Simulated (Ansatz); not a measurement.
`[OH][GeH]([F])[SiH2]Cl` + `N=C=O` → `O=C=N[SiH2]Cl` + `[OH][GeH2][F]`  (cleavage of the Si–Ge bond)

Program: Ansatz. Geometries: PBE0-D4/def2-TZVP. ΔE: electronic, gas phase. CCSD(T)/CBS is the MP2 limit (def2-TZVPP, def2-QZVPP) plus CCSD(T) − MP2 in def2-TZVPP, frozen cores. This one scheme is used for every species. DFT in def2-TZVPP. For Ge outer-core shells are correlated without core-valence functions, which leaves a few kJ/mol of doubt a bond. Scalar relativity is left out up to krypton. One conformer a species, not always the lowest.

`[OH][GeH]([F])[SiH2]Cl`:

Z-matrix (Å, degrees):
```
Ge
F 1 1.745
Si 1 2.396 2 105.3
O 1 1.764 2 107.6 3 116.9
H 1 1.533 2 106.5 3 -130.0
Cl 3 2.062 1 105.1 2 84.3
H 3 1.483 1 111.6 2 -158.6
H 3 1.481 1 112.3 2 -34.0
H 4 0.962 1 112.6 2 -75.9
```

`N=C=O`:

Cartesian coordinates in Å:
```
N -0.660 -0.326 -0.210
C 0.463 0.111 -0.123
O 1.562 0.481 -0.170
H -1.365 -0.265 0.503
```

`O=C=N[SiH2]Cl`:

Cartesian coordinates in Å:
```
O -0.049 2.363 1.827
C -0.107 1.556 0.993
N -0.188 0.758 0.105
Si -0.014 -0.747 -0.664
Cl 0.825 -2.106 0.615
H -1.350 -1.238 -1.052
H 0.883 -0.586 -1.824
```

`[OH][GeH2][F]`:

```xyz
6

O    -0.868   -1.068   -0.053
Ge    0.117    0.370    0.198
F     1.784   -0.108    0.084
H    -0.810   -1.423   -0.943
H    -0.079    1.405   -0.918
H    -0.144    0.823    1.631
```

```
         level  ΔE (kJ/mol)
     r2SCAN-D4        -81.2
       PBE0-D4        -75.8
       ωB97M-V        -87.9
          PBE0        -78.1
 HF/def2-TZVPP       -117.1
MP2/def2-TZVPP        -98.0
 HF/def2-QZVPP       -118.7
 MP2/CBS(def2)        -95.6
```

Problem. What does CCSD(T)/CBS give? (Best estimate.)

Solution. Ansatz gave: -87.2 kJ/mol. The listed levels differ from it by 6.0, 11.4, -0.7, 9.1, -29.9, -10.8, -31.5, -8.4 kJ/mol.

Largest T1 diagnostic among the species: 0.018.

From PBE to PBE0 (25 % exact exchange), in def2-TZVPP and without D4, ΔE moves by −11.2 kJ/mol. In def2-TZVPP, CCSD(T) changes the Hartree–Fock value by +27.5 kJ/mol (the triples alone add +3.9 kJ/mol) and MP2 by +19.1 kJ/mol. The D4 term adds +4.1 kJ/mol with B3LYP and +2.3 kJ/mol with PBE0; it sums over pairs of atoms, weighted by their polarisabilities, and B3LYP, whose exchange is more repulsive, gets the larger term.

B3LYP here is the variant with VWN-RPA as its local correlation; programs differ in this.
